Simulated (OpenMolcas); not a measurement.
A calculation on Sb3+.

| Item | Value |
| --- | --- |
| Program | OpenMolcas 26.06 |
| Method | CASSCF |
| Basis | ANO-RCC-VTZP [7s6p4d2f1g] |
| Scalar Hamiltonian | DKH2, point nucleus |
| Active space | 2 electrons in 8 orbitals (5s 5p 6s 6p) |
| State averaging | 2S+1 = 3 even, 3 roots; 2S+1 = 1 even, 7 roots; 2S+1 = 3 odd, 3 roots; 2S+1 = 1 odd, 3 roots |
| Spin-orbit coupling | state interaction with AMFI integrals over the reference wave functions, term energies averaged over their components |

(1) Which level of the active space comes out lowest?

(2) How high does 5s 5p ³P°₂ lie?

(3) How high does 5s 5p ³P°₁ lie?

(4) How high does 5p² ¹D₂ lie?

(5) The level at 157671 cm⁻¹ has J = 2. What is it made of, and what is its g factor?

Measured values: Moore, Atomic Energy Levels, vol. III, NSRDS-NBS 35 (1971 reprint of NBS Circular 467, 1958).

Answers

(1) 5s² ¹S₀, with 100 % of that term; it is also the measured ground level.

(2) 68092 cm⁻¹ above the lowest level; measured 72560 cm⁻¹ above the ground level, so the calculation is off by -6 %.

(3) 63021 cm⁻¹ above the lowest level; measured 66700 cm⁻¹ above the ground level, so the calculation is off by -6 %.

(4) 168037 cm⁻¹ above the lowest level; measured 155956 cm⁻¹ above the ground level, so the calculation is off by +8 %.

(5) 89 % 5p² ³P₂, 11 % 5p² ¹D; g = 1.444, against 1.501 from Landé's formula for the pure leading term.

Some levels mix across a computed gap that differs much from the measured one, so their mixing is not that of the real levels. Active for correlation alone: 6p 6s; no level in the range computed is led by a configuration that fills them, so any true level of that kind is missing. The ¹D term of p² mixes with s d, which this space lacks. Measured partners are found by configuration, term and J. A level has none where our copy of the source lacks it or the pairing is in doubt (some pairs that miss far off the trend of their configuration count as doubtful), and it then counts in no deviation. Only configurations of the active space appear.

° marks odd parity.
